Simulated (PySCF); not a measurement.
```xyz
3
charge 0 multiplicity 1, angstrom
Ru    0.0000   -1.0231    0.0000
Ru    1.4306    0.5116    0.0000
Ru   -1.4306    0.5116    0.0000
```

All numbers come from PBE0/[Ru def2-TZVP with ECP28], scalar-relativistic core potentials, density fitting, no spin–orbit coupling, PySCF.

This geometry of Ru₃ is a stationary point at this level.

(1) What is the point group?

(2) Is it a minimum?

(3) What are the dipole moment and the gap between the highest occupied and lowest empty levels?

(4) Give the atomic charges and bond orders.

(5) What is the atomisation energy, with and without zero-point energy?

## Answers

(1) C2v.

(2) Yes: all harmonic wavenumbers are real.

(3) 0.31 D and 2.07 eV.

(4) 
| atom | Mulliken | Löwdin | polar tensor | Mayer order to Ru1 |
| --- | --- | --- | --- | --- |
| Ru1 | 0.10 | 0.11 | -0.02 | – |
| Ru2,3 | -0.05 | -0.05 | 0.01 | 2.39 |
Other Mayer orders above 0.3: Ru–Ru 1.24.

(5) 195 kJ/mol without, 190 kJ/mol with.

Stability towards spin polarisation was not tested. Only a few start shapes were tried, so a lower isomer may exist.
